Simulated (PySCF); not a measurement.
Isomers of C8H11P and their computed core-level spectra.

The calculation used delta-SCF UKS SCAN, pcX-2 on the ionised atom, pcseg-1 elsewhere, spin-free X2C in PySCF. Geometries: PBE0-D3(BJ)/def2-SVP; isolated species, one conformer each.

Line lists (1s up to Mg, 2p3/2 beyond; areas count atoms within a level, one atom standing for each set equivalent by bonding):
1. C 1s: 289.82 (area 2), 289.94 (area 2), 290.08 (area 1), 290.18 (area 1), 290.38 (area 1), 290.74 (area 1) eV; P 2p3/2: 135.87 eV
2. C 1s: 289.82 (area 1), 289.84 (area 1), 289.91 (area 1), 290.36 (area 1), 290.49 (area 1), 290.52 (area 1), 290.71 (area 1), 290.95 (area 1) eV; P 2p3/2: 135.81 eV
3. C 1s: 289.97 (area 1), 289.99 (area 1), 290.20 (area 1), 290.24 (area 1), 290.28 (area 1), 290.32 (area 2), 290.61 (area 1) eV; P 2p3/2: 135.52 eV

Structures:
A. `C(=C)P1C=CC(C)C=C1`
B. `C#CCP1CCC=C1C`
C. `CC(C)c1ccccp1`

**Question.** Match each list to its structure.

**Answer.** 
- 1 = A: no other candidate has these counts of sites. C 1s: 289.82 alkene CH carbon (×2), 289.94 alkene CH carbon (×2), 290.08 alkene CH carbon, 290.18 terminal =CH2 carbon, 290.38 methyl carbon, 290.74 allylic carbon; P 2p3/2: 135.87 phosphine phosphorus.
- 2 = B: no other candidate has these counts of sites. C 1s: 289.82 terminal alkyne carbon, 289.84 alkene CH carbon, 289.91 fully substituted alkene carbon, 290.36 sp3 carbon bound to phosphorus, 290.49 alkyne carbon, 290.52 allylic carbon, 290.71 allylic carbon, 290.95 sp3 carbon bound to phosphorus; P 2p3/2: 135.81 phosphine phosphorus.
- 3 = C: no other candidate has these counts of sites. C 1s: 289.97 aromatic CH carbon, 289.99 substituted aromatic carbon, 290.20 aromatic CH carbon, 290.24 aromatic CH carbon, 290.28 aromatic CH carbon, 290.32 methyl carbon (×2), 290.61 benzylic-type carbon; P 2p3/2: 135.52 phosphorus bonded to 2 C.

For 2p shells one spin-free hole was relaxed; a mean-field spin–orbit operator and the ground-state splitting of the three 2p orbitals were then diagonalised within the shell. The shell's mean is (2 × 2p3/2 + 2p1/2)/3, and the degeneracies 2j + 1 give areas of 2:1. 2 of these hole states are spin-contaminated (⟨S²⟩ up to 0.87, against 0.75; counted from 0.85) and less certain.
